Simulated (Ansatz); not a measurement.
A search over several starts for the lowest SCF solution of S7⁻ at the given spin, in a small basis.

```yaml
crystal:
  periodic: [false, false, false]
  atoms:
    - {symbol: S, position_ang: [-1.299554, -0.069475, -0.152366]}
    - {symbol: S, position_ang: [1.589057, -1.695138, -0.374615]}
    - {symbol: S, position_ang: [1.436770, 1.746013, -0.652221]}
    - {symbol: S, position_ang: [2.093937, 0.139090, 0.578512]}
    - {symbol: S, position_ang: [-0.215610, -2.357580, 0.298907]}
    - {symbol: S, position_ang: [-3.180826, -0.109393, 0.382032]}
    - {symbol: S, position_ang: [-0.423763, 2.346492, -0.080248]}
basis:
  gaussian: {orbitals: def2-SVP, initial_orbitals: start.molden}
total_charge: -1
magnetization: {spin_polarized: true, initial_magnetization: 1}
hamiltonian: {xc: pbe, dispersion: d4}
output: {orbitals: {seedname: orbitals}}
```

The file start.molden holds the orbitals of an earlier run on this structure, at another level or in another basis.

```sh
$ ansatz run in.yaml --threads 4 --pin off --events-out ev --progress --plain --max-ram 4787MiB
```

Shortened log:

```
Functional definition: PBE
1435 factors; their error is unknown
mean field evaluation 1: about -75724.7993 eV, gradient 1.0e2 eV
mean field evaluation 2: about -75747.3212 eV, gradient 3.5e1 eV
mean field evaluation 4: about -75783.9512 eV, gradient 1.2e1 eV
mean field evaluation 8: about -75794.3733 eV, gradient 2.1e0 eV
mean field evaluation 16: about -75791.2610 eV, gradient 2.3e1 eV
mean field evaluation 32: about -75794.4497 eV, gradient 1.8e-3 eV
mean field -75794.44969945 eV, -2785.3946511317 hartree, gradient 2.7e-5 eV, S^2 0.752111; 5 other end points of the search recorded, 0 dependent functions left out
reference -75794.44972375 eV, -2785.3946520246 hartree; 57, 56 occupied and 69, 70 virtual orbitals, 1435 factors
Total energy: -75795.00130021 eV, -2785.4149220858 hartree
```

Run time 9 s (4 threads of Arm Neoverse V1 on a shared host).

Another isomer (doublet) lies 0.39 eV lower at PBE0-D4/def2-TZVPD; other spin states weren't run for this one.
